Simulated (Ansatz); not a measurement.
Pulling on the B1–Cl2 bond in BCl (multiplicity 1 held). Energies count from the point at 1.722 Å.


R- and RO- levels are restricted; in cc, def2 and unpolarised 6-31G sets they are followed outwards from rest. U- levels take the lowest unrestricted solution at each point, which mixes spins at long bonds. Active spaces are followed from rest. Levels need not reach the same state.

Frozen-core correlation.

Run with Ansatz (a quantum-chemistry and plane-wave program) with Gaussian orbitals. Values without a source in brackets are computed.

Energies in eV.

```csv
R (Å),U-HF/cc-pV(T+d)Z,U-B3LYP/cc-pV(T+d)Z,R-wB97X-V/cc-pV(T+d)Z,R-MP2/cc-pV(T+d)Z,R-CCSDT/cc-pV(T+d)Z,"FIC-MRCISD+Q on CASSCF(10,8)/cc-pV(T+d)Z"
1.377,2.58,2.46,2.48,2.49,2.61,2.65
1.549,0.46,0.43,0.42,0.42,0.48,0.46
1.722,0.00,0.00,0.00,0.00,0.00,0.00
1.894,0.25,0.23,0.26,0.27,0.23,0.23
2.066,0.77,0.71,0.79,0.81,0.73,0.73
2.324,1.68,1.56,1.72,1.74,1.61,1.61
2.582,2.55,2.37,2.61,2.65,2.47,2.46
3.013,3.40,3.49,3.88,3.92,3.65,3.62
3.443,3.66,4.17,4.83,4.89,4.48,4.43
3.960,3.76,4.55,5.64,5.71,5.00,4.93
4.648,3.79,4.78,6.36,6.37,5.18,5.09
5.509,3.80,4.90,6.89,6.70,5.20,5.11
6.886,3.81,4.96,7.34,6.56,5.20,5.12
```

Doubts at one or more of the structures used: a spin-contaminated determinant (U-HF/cc-pV(T+d)Z, U-B3LYP/cc-pV(T+d)Z); a restricted determinant that unrestricted orbitals would lower (R-wB97X-V/cc-pV(T+d)Z, R-MP2/cc-pV(T+d)Z, R-CCSDT/cc-pV(T+d)Z); T1 above 0.05 (R-CCSDT/cc-pV(T+d)Z); other coupled-cluster roots lie near (R-CCSDT/cc-pV(T+d)Z).
